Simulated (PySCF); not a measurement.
PySCF input file for GeI4, SMILES [I][Ge]([I])([I])[I], IEF-PCM-M06-2X/def2-SVP. Geometry: ωB97X-D3(BJ)/def2-SVP. The isomer is the one that the SMILES or the coordinates give; other isomers of the formula were not compared. The def2 effective core potentials stand for the cores of I; spin–orbit coupling is left out.

```python
import numpy as np
from pyscf import gto, scf, dft
from pyscf.solvent import pcm

mol = gto.M(
    atom='''
    I    -1.42812005   -1.42812006    1.42812006
    Ge   -0.00000000    0.00000000   -0.00000000
    I     1.42812006   -1.42812006   -1.42812005
    I     1.42812006    1.42812006    1.42812006
    I    -1.42812006    1.42812005   -1.42812006
    ''',
    basis='def2-SVP',
    ecp={'I': 'def2-svp'},
    charge=0,
    spin=0,
    max_memory=1600,
    verbose=3,
)
mf = dft.RKS(mol, xc='m06-2x').density_fit(auxbasis='def2-universal-jkfit')
mf.grids.level = 4
mf.conv_tol = 1e-9
mf.max_cycle = 100
mf.kernel()
res = {}
for name, eps in {'water': 78.355, 'ethylethanoate': 5.9867, 'ethanol': 24.852}.items():
    s = mf.PCM()
    s.with_solvent.method, s.with_solvent.eps, s.with_solvent.lebedev_order = 'IEF-PCM', eps, 17
    s.kernel(mf.make_rdm1())
    res[name] = (s.e_tot, eps, s.dip_moment(), s.mo_energy, s.converged)
    print(f'{name}: electrostatic solvation free energy {(s.e_tot - mf.e_tot) * 627.509474:.3f} kcal/mol')
```

Log of the run:

```
converged SCF energy = -3267.41071687644

WARN: PCM is an experimental feature. It is still in testing.
Features and APIs may be changed in the future.

converged SCF energy = -3267.41351890695
Dipole moment(X, Y, Z, Debye): -0.00000, -0.00000, -0.00000
water: electrostatic solvation free energy -1.758 kcal/mol

WARN: PCM is an experimental feature. It is still in testing.
Features and APIs may be changed in the future.

converged SCF energy = -3267.41285057225
Dipole moment(X, Y, Z, Debye): -0.00000, -0.00000, -0.00000
ethylethanoate: electrostatic solvation free energy -1.339 kcal/mol

WARN: PCM is an experimental feature. It is still in testing.
Features and APIs may be changed in the future.

converged SCF energy = -3267.41338939891
Dipole moment(X, Y, Z, Debye): -0.00000, -0.00000, -0.00000
ethanol: electrostatic solvation free energy -1.677 kcal/mol
```

The calculation finished and met its thresholds.
